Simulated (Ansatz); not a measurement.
A geometry relaxed with r2SCAN-D4/def2-TZVP (Ansatz, a program for electronic structure), charge 0, multiplicity 1:

```xyz
8

N      2.1644     0.1969     0.5128
C     -1.1940     0.0692    -0.6652
H     -1.8933    -0.7246    -0.3948
H     -1.4514     0.4084    -1.6703
H      2.4298    -0.2437     1.3857
H     -1.3103     0.9022     0.0330
C      1.1025    -0.1437    -0.0012
N      0.1523    -0.4646    -0.6814
```

Write the SMILES of this molecule.

`CN=C=N`
